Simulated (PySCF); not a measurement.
# Reading the logs of faulty runs: Al2BH7Si

All numbers below are calculated, not measured. They come from PySCF 2.14.0, an open-source quantum chemistry program, on an isolated molecule that a program drew, which may never have been made. The molecule is Al2BH7Si (charge 0, singlet), drawn as the SMILES string `[AlH2][AlH][BH][SiH3]`.

Each row is a Hartree-Fock (HF) and frozen-core CCSD(T) single point in the cc-pV(D+d)Z basis, meant for a local HF minimum. Run 1 is clean. Each other run has one planted mistake out of seven kinds, and not every kind appears here: one electron removed, one electron added, multiplicity raised by two, geometry at a saddle point, minimal basis STO-3G, one bond length entered in bohr, all coordinates scaled. The reference is restricted for singlets and unrestricted otherwise, and also for a bond in bohr. Adding or removing an electron swaps singlet and doublet. Electrons count all cores. HOMO and LUMO are orbital energies over both spins, the gradient is its largest component, and the lowest frequency (negative if imaginary) is given only where the gradient is small. Bond lengths are over the 10 bonds as drawn. T1 is the CCSD diagnostic: over 0.02 (restricted) or 0.045 (unrestricted) a single reference is doubtful.

Geometry of the clean run:
```xyz
11
Al2BH7Si, angstrom
Al   -2.7737    3.7120   -0.0539
Al   -2.3995    1.9623    1.8770
B    -1.7321   -0.0534    1.5792
Si    0.1957   -0.7294    1.5374
H    -1.6028    4.6456   -0.5869
H    -4.1886    3.8991   -0.7541
H    -2.6673    2.4053    3.3862
H    -2.5466   -0.9225    1.3825
H     0.5021   -1.2103    0.1625
H     1.2072    0.3035    1.8823
H     0.3716   -1.8641    2.4810
```

| run | electrons | basis functions | <S^2> | HOMO (eV) | LUMO (eV) | gradient (hartree/bohr) | lowest frequency (cm^-1) | mean bond (Å) | longest bond (Å) | T1 | HF (hartree) | CCSD(T) (hartree) | mistake |
|---|---|---|---|---|---|---|---|---|---|---|---|---|---|
| 1 | 52 | 118 | 0.000 | -8.81 | 0.43 | 3.7e-06 | 35 | 1.7263 | 2.632 | 0.0155 | -801.46398 | -801.85828 | no fault |
| 2 | 53 | 118 | 0.775 | -1.41 | 4.29 | 3.6e-02 | - | 1.7263 | 2.632 | 0.0273 | -801.47271 | -801.89107 | one electron added |
| 3 | 52 | 118 | 2.050 | -7.45 | -0.92 | 3.3e-02 | - | 1.7263 | 2.632 | 0.0233 | -801.39564 | -801.78163 | multiplicity raised by two |
| 4 | 52 | 118 | 0.000 | -8.90 | 0.49 | 5.4e-02 | - | 1.5865 | 2.419 | 0.0164 | -801.40185 | -801.79895 | all coordinates scaled |
| 5 | 52 | 118 | 0.960 | -7.39 | 0.42 | 1.6e-02 | - | 1.9171 | 4.052 | 0.0243 | -801.38075 | -801.74985 | ? |

**Which mistake was planted in run 5, and what did it cost?**

The mean bond changes by a factor of 1.111 and the longest by 1.540, so the molecule wasn't scaled as a whole. A length L in bohr read as angstrom grows by (1/0.5292 - 1) L = 0.890 L. The 10 bonds together grew by 10 x 0.1908 = 1.908 Å, which gives L = 2.144 Å. That is bond Al2-B3, 2.144 Å in the clean geometry. So the mistake is: one bond length entered in bohr. Subtracting run 1 and multiplying by 627.51 kcal/mol a hartree, the energy moved by 52.2 kcal/mol in HF and 68.0 kcal/mol in CCSD(T).

